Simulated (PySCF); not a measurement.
Question: What does the PBE0-D3(BJ)/def2-SVP structure of `O=COC(F)(F)F` look like in three dimensions?

Answer: 
```xyz
8
C2HF3O2 angstrom
O      1.453   -1.079    0.463
C      1.373    0.017    0.020
O      0.213    0.676   -0.267
C     -0.995    0.055   -0.054
F     -1.104   -1.050   -0.767
F     -1.927    0.905   -0.434
F     -1.171   -0.236    1.222
H      2.213    0.693   -0.236
```

Any rigid rotation of these coordinates is as good. Atoms count from 1 in this order. All 3 C–F bonds measure 1.317 to 1.320 Å. The 3 C–O bonds span 1.185 Å (O1=C2, drawn double) to 1.375 Å (O3–C4, drawn single), a spread of 0.190 Å. Of the pairs four or more bonds apart, O1···F5 is among the closest relative to their van der Waals radii: 2.84 Å, 95 % of the sum of Bondi's values. O3 (ester single-bonded oxygen) is bent (angle 119.7°).

Bonds between heavy atoms (Å): O1=C2 1.185, C2–O3 1.365, O3–C4 1.375, C4–F5 1.320, C4–F6 1.317, C4–F7 1.320.

Method used: PBE0-D3(BJ)/def2-SVP geometry optimisation, gas phase in PySCF.

Point group: Cs (every atom within 0.08 Å of its image). No PBE0-D3(BJ)/def2-SVP frequencies stand behind this structure, so it isn't proved a minimum. One conformer, not necessarily the lowest (O1–C2–O3–C4 -1°).
